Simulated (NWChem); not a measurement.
## Total energies of H3B

```xyz
4

B      0.0000     0.0000     0.0000
H      0.0000     0.0000     1.2044
H     -1.0430     0.0000    -0.6022
H      1.0430     0.0000    -0.6022
```
Charge 0, spin multiplicity 1.

All runs are NWChem calculations. The geometry was optimised at B3LYP/def2-SVP, a minimum by its harmonic frequencies.

Basis set: def2-QZVP (147 functions).

| method | total energy (Ha) | relative cost |
|---|---|---|
| RHF | -26.40195 | 1 |
| MP2 | -26.52198 | under 3 |
| B2PLYP | -26.58457 | under 3 |
| PBE | -26.55542 | under 3 |
| B3LYP | -26.62668 | under 3 |
| BP86 | -26.60941 | under 3 |
| CCSD(T) | -26.54480 | 80 |

Total energies of different functionals aren't comparable as a measure of quality: only differences taken within one method are. Costs are rough ratios of processor time within this set of runs, SCF included, with RHF as 1.

The correlated methods keep 1 core orbital frozen. B3LYP has NWChem's definition, with VWN1-RPA local correlation. The structure started from a generated list of species. Coupled-cluster values serve here as a point of comparison, not as the truth.
